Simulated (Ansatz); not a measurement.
`F/C=C\C=C(F)F`. Total charge 0; spin multiplicity 1.

```xyz
10

F     0.555    2.321    0.791
C     0.506    1.736   -0.411
C     0.175    0.460   -0.558
C    -0.162   -0.423    0.532
C    -0.490   -1.695    0.359
F    -0.552   -2.309   -0.801
F    -0.801   -2.524    1.326
H     0.761    2.413   -1.216
H     0.162    0.075   -1.570
H    -0.154   -0.055    1.548
```

Task: What are the harmonic wavenumbers in cm⁻¹ at PBE0-D4/def2-TZVP (Ansatz, finite differences of forces, unscaled)? (Estimate.)

Result: The calculation gave: 82, 133, 202, 229, 487, 527, 587, 623, 711, 785, 863, 937, 961, 1053, 1179, 1230, 1279, 1359, 1438, 1729, 1806, 3214, 3238, 3242.

Task: Is this a minimum?

Result: Yes, all 24 modes are real.

Task: Give the ideal-gas thermochemistry at 298.15 K and 1 bar (rigid rotor, harmonic oscillator; point group Cs, symmetry number 1).

Result: Zero-point energy 166.8 kJ/mol; H(298) − E = 186.5 kJ/mol; entropy 343.0 J/(mol·K), of which translation 167.3, rotation 117.0, vibration 58.8; G(298) − E = 84.2 kJ/mol. Modes under 100 cm⁻¹ are hindered rotations or soft bends, so the harmonic entropy is rough.

Task: And at 400, 500, 600, 800 and 1000 K?

Result: 
| T (K) | H − E (kJ/mol) | S (J/mol/K) | G − E (kJ/mol) |
| --- | --- | --- | --- |
| 400 | 197.9 | 375.8 | 47.6 |
| 500 | 211.1 | 405.1 | 8.5 |
| 600 | 225.8 | 431.9 | -33.3 |
| 800 | 258.8 | 479.3 | -124.6 |
| 1000 | 295.2 | 519.7 | -224.6 |

Task: Rotational constants (cm⁻¹)?

Result: 0.2411, 0.04044, 0.03463.
